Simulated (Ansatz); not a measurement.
Start from `O/[C]([GaH2])=N/[SiH3]` and change one atom or group to get `C/C(O)=N\[SiH3]`.

Ansatz, PBE0-D4/def2-TZVP geometries, multiplicity 1. Each molecule was computed in one conformer, which needn't be the lowest.

Scalar relativity is left out up to krypton.

```json
{"property": "size of the dipole moment (PBE/def2-TZVPP) / D", "`O/[C]([GaH2])=N/[SiH3]`": "0.80"}
{"property": "HOMO energy (PBE0/def2-TZVPP) / eV", "`O/[C]([GaH2])=N/[SiH3]`": "-7.24"}
{"property": "HOMO–LUMO gap (PBE/def2-TZVPP) / eV", "`O/[C]([GaH2])=N/[SiH3]`": "3.89"}
{"property": "HOMO–LUMO gap (PBE0/def2-TZVPP) / eV", "`O/[C]([GaH2])=N/[SiH3]`": "5.98"}
{"property": "size of the dipole moment (ωB97M-V/def2-TZVPP) / D", "`O/[C]([GaH2])=N/[SiH3]`": "0.68"}
{"property": "LUMO energy (PBE0/def2-TZVPP) / eV", "`O/[C]([GaH2])=N/[SiH3]`": "-1.26"}
```

What does the change do to each property? (Best estimate.)

Computed: 
```
                                          property  `C/C(O)=N\[SiH3]`  shift
    size of the dipole moment (PBE/def2-TZVPP) / D               1.19   0.39
                HOMO energy (PBE0/def2-TZVPP) / eV              -7.43  -0.19
               HOMO–LUMO gap (PBE/def2-TZVPP) / eV               5.00   1.11
              HOMO–LUMO gap (PBE0/def2-TZVPP) / eV               7.46   1.48
size of the dipole moment (ωB97M-V/def2-TZVPP) / D               1.25   0.57
                LUMO energy (PBE0/def2-TZVPP) / eV               0.03   1.29
```

With PBE0 the HOMO falls by 0.19 eV and the LUMO rises by 1.29 eV, so the gap widens by about 1.48 eV. PBE moves the HOMO by -0.06 eV and ωB97M-V by -0.26 eV. Dipoles are sizes alone; their direction can turn.
